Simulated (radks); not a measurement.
The numbers below are computed, except where a source is named.
All-electron atom: the strontium ion Sr33+ in [He] 2s2 2p1 (the NIST ground configuration). Code: a radial shooting solver on a logarithmic mesh with Libxc functionals. Model: scalar-relativistic Kohn-Sham, LDA (Slater exchange, VWN5 correlation), spin-polarised, spherical densities, finite nucleus; open shells are filled with parallel spins first (spin-orbit coupling, left out, can overturn this in heavy ions); Fermi nuclear charge, rms radius 4.224 fm.

Unscreened Slater integrals over Kohn-Sham orbitals (cm^-1). They are taken over the spin-up orbitals.

F0(2p,2p): 1442200
F2(2p,2p): 691820
F0(2p,2s): 1309000
G1(2p,2s): 731630
F0(2p,1s): 1945000
G1(2p,1s): 382360
F0(2s,2s): 1226500
F0(2s,1s): 1719400
G0(2s,1s): 174680
F0(1s,1s): 5290700

Derived for the open shells (J is the average intra-shell exchange parameter used in DFT+U). 2p: J = F2/5 = 138400 cm^-1.
